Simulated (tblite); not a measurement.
C5H12AlN.
Bonds: C1–C2 (double), C2–Al3, Al3–C4, Al3–N5, N5–C6, N5–C7. Hydrogens: H8, H9 on C1; H10 on C2; H11, H12, H13 on C4; H14, H15, H16 on C6; H17, H18, H19 on C7.

Computed with GFN2-xTB (tblite), gas phase: L-BFGS steps from a force-field or distance-geometry start until the largest atomic force falls under 0.01 eV/Å.

Step 141: E = -564.7353 eV
```
atom  x, y, z in Å  |  force x, y, z in eV/Å
C1      2.8798   -1.0679   -0.6705    0.000   0.018   0.006
C2      1.8964   -0.9543    0.2225    0.012  -0.052  -0.002
Al3     0.4941    0.4572    0.1754   -0.001  -0.008   0.007
C4      0.9040    2.4044    0.1545   -0.012   0.014  -0.020
N5     -1.1855   -0.2084    0.1410   -0.031  -0.020  -0.016
C6     -2.4412    0.4991    0.2959   -0.009  -0.020  -0.018
C7     -1.3968   -1.6235   -0.1115   -0.013   0.005   0.023
H8      3.6044   -1.8749   -0.6590   -0.003   0.022   0.011
H9      3.0121   -0.3469   -1.4656    0.007   0.002   0.030
H10     1.8532   -1.7451    0.9797    0.018   0.015  -0.025
H11     0.7271    2.8745   -0.8180   -0.014  -0.007   0.004
H12     0.3386    2.9881    0.8874   -0.011  -0.027  -0.004
H13     1.9655    2.5431    0.3842    0.007   0.012   0.001
H14    -2.2457    1.5495    0.5099    0.036  -0.001   0.011
H15    -3.0331    0.0722    1.1167    0.021   0.043   0.011
H16    -3.0488    0.4385   -0.6165    0.008  -0.005   0.001
H17    -0.4253   -2.1109   -0.2013    0.012  -0.024  -0.016
H18    -1.9528   -2.0955    0.7088   -0.003   0.009  -0.021
H19    -1.9559   -1.7900   -1.0412   -0.024   0.024   0.018
```

Step 142: E = -564.7357 eV
```
atom  x, y, z in Å  |  force x, y, z in eV/Å
C1      2.8806   -1.0663   -0.6707   -0.023   0.003   0.025
C2      1.8920   -0.9559    0.2172    0.035  -0.037  -0.005
Al3     0.4941    0.4582    0.1703   -0.005  -0.007   0.008
C4      0.9036    2.4054    0.1549   -0.008   0.009  -0.015
N5     -1.1842   -0.2096    0.1368   -0.044   0.001  -0.007
C6     -2.4391    0.4990    0.2934   -0.002  -0.017  -0.027
C7     -1.3961   -1.6252   -0.1088   -0.010   0.009   0.000
H8      3.6030   -1.8747   -0.6585    0.012   0.014   0.011
H9      3.0167   -0.3435   -1.4625    0.011   0.017   0.012
H10     1.8457   -1.7473    0.9732    0.017   0.004  -0.024
H11     0.7264    2.8800   -0.8154   -0.005  -0.008   0.009
H12     0.3379    2.9849    0.8907   -0.019  -0.021  -0.001
H13     1.9647    2.5429    0.3884    0.003   0.014  -0.013
H14    -2.2412    1.5501    0.5022    0.031   0.000   0.012
H15    -3.0281    0.0761    1.1175    0.016   0.038   0.028
H16    -3.0512    0.4352   -0.6156    0.014  -0.004  -0.008
H17    -0.4240   -2.1125   -0.1973   -0.005  -0.028  -0.019
H18    -1.9527   -2.0924    0.7128   -0.004  -0.006   0.008
H19    -1.9579   -1.7950   -1.0360   -0.013   0.020   0.005
```

Step 143: E = -564.7361 eV
```
atom  x, y, z in Å  |  force x, y, z in eV/Å
C1      2.8818   -1.0651   -0.6706    0.008  -0.025   0.008
C2      1.8902   -0.9577    0.2134    0.016  -0.009   0.007
Al3     0.4944    0.4587    0.1660   -0.011  -0.011   0.006
C4      0.9036    2.4063    0.1549   -0.008  -0.007  -0.006
N5     -1.1837   -0.2101    0.1323   -0.030   0.008   0.000
C6     -2.4379    0.4991    0.2903   -0.003  -0.014  -0.017
C7     -1.3957   -1.6265   -0.1060   -0.020   0.013  -0.005
H8      3.6027   -1.8757   -0.6593    0.002   0.035   0.009
H9      3.0209   -0.3394   -1.4590    0.014   0.016   0.007
H10     1.8405   -1.7498    0.9672    0.016  -0.016  -0.013
H11     0.7258    2.8857   -0.8127   -0.001  -0.005   0.004
H12     0.3363    2.9797    0.8938   -0.023  -0.012   0.003
H13     1.9640    2.5435    0.3914    0.003   0.016  -0.019
H14    -2.2377    1.5500    0.4962    0.027   0.013   0.008
H15    -3.0247    0.0799    1.1178    0.015   0.032   0.029
H16    -3.0536    0.4334   -0.6162    0.017  -0.005  -0.013
H17    -0.4239   -2.1141   -0.1945   -0.011  -0.030  -0.019
H18    -1.9518   -2.0888    0.7181    0.000  -0.015   0.021
H19    -1.9609   -1.7999   -1.0303   -0.009   0.015  -0.010
```

Step 144: E = -564.7366 eV
```
atom  x, y, z in Å  |  force x, y, z in eV/Å
C1      2.8845   -1.0634   -0.6724   -0.010  -0.020   0.022
C2      1.8873   -0.9617    0.2064    0.028   0.019  -0.013
Al3     0.4943    0.4583    0.1618   -0.007  -0.015  -0.002
C4      0.9029    2.4069    0.1563   -0.005  -0.030   0.006
N5     -1.1840   -0.2107    0.1276   -0.014   0.020   0.008
C6     -2.4371    0.5006    0.2839    0.018   0.002   0.001
C7     -1.3955   -1.6287   -0.0997   -0.025   0.018  -0.011
H8      3.6048   -1.8743   -0.6611    0.007   0.032   0.005
H9      3.0286   -0.3326   -1.4554    0.012   0.009   0.014
H10     1.8326   -1.7573    0.9555    0.019  -0.029  -0.007
H11     0.7237    2.8926   -0.8073    0.001  -0.003  -0.006
H12     0.3335    2.9725    0.8992   -0.027  -0.002   0.010
H13     1.9628    2.5448    0.3955   -0.001   0.017  -0.025
H14    -2.2331    1.5515    0.4869    0.022   0.015  -0.003
H15    -3.0223    0.0876    1.1153    0.004   0.018   0.029
H16    -3.0543    0.4334   -0.6209    0.012  -0.008  -0.018
H17    -0.4243   -2.1175   -0.1884   -0.014  -0.024  -0.020
H18    -1.9493   -2.0845    0.7286   -0.007  -0.028   0.046
H19    -1.9649   -1.8083   -1.0193   -0.012   0.010  -0.035
```

Problem. Estimate the geometry and energy of step 145. (The exact step hangs on the optimiser's Hessian estimate; all steps are aligned on step 144, rigid shifts and turns removed.)

Solution. E = -564.7372 eV, largest force 0.071 eV/Å
```
atom  x, y, z in Å  |  force x, y, z in eV/Å
C1      2.8869   -1.0620   -0.6730    0.022  -0.021  -0.002
C2      1.8867   -0.9652    0.2020   -0.004   0.038   0.004
Al3     0.4944    0.4568    0.1593   -0.001  -0.016  -0.014
C4      0.9017    2.4064    0.1569   -0.002  -0.039   0.018
N5     -1.1848   -0.2108    0.1232    0.022   0.018   0.014
C6     -2.4363    0.5022    0.2786    0.016   0.015   0.013
C7     -1.3960   -1.6299   -0.0952   -0.038   0.008  -0.014
H8      3.6077   -1.8728   -0.6626    0.002   0.038   0.001
H9      3.0342   -0.3265   -1.4514    0.012   0.002   0.019
H10     1.8288   -1.7645    0.9464    0.019  -0.035   0.000
H11     0.7211    2.8976   -0.8033   -0.001  -0.006  -0.013
H12     0.3299    2.9651    0.9031   -0.027   0.004   0.013
H13     1.9611    2.5467    0.3978   -0.006   0.014  -0.027
H14    -2.2284    1.5524    0.4813    0.016   0.028  -0.021
H15    -3.0205    0.0952    1.1137   -0.005   0.002   0.014
H16    -3.0539    0.4346   -0.6263    0.013  -0.006   0.004
H17    -0.4261   -2.1205   -0.1859   -0.010  -0.015  -0.022
H18    -1.9454   -2.0808    0.7381   -0.016  -0.036   0.059
H19    -1.9710   -1.8148   -1.0101   -0.012   0.010  -0.045
```

The energy changes by -0.0006 eV. The first-order estimate −F·Δx gives -0.0008 eV and the mean of the old and new forces, exact on a quadratic surface, -0.0006 eV. The step makes an angle of 79° with the force vector and moves no atom by more than 0.013 Å.

The cost below is that of the whole relaxation. On Arm Neoverse V2, one thread, on a shared host, this took 1.4 s.
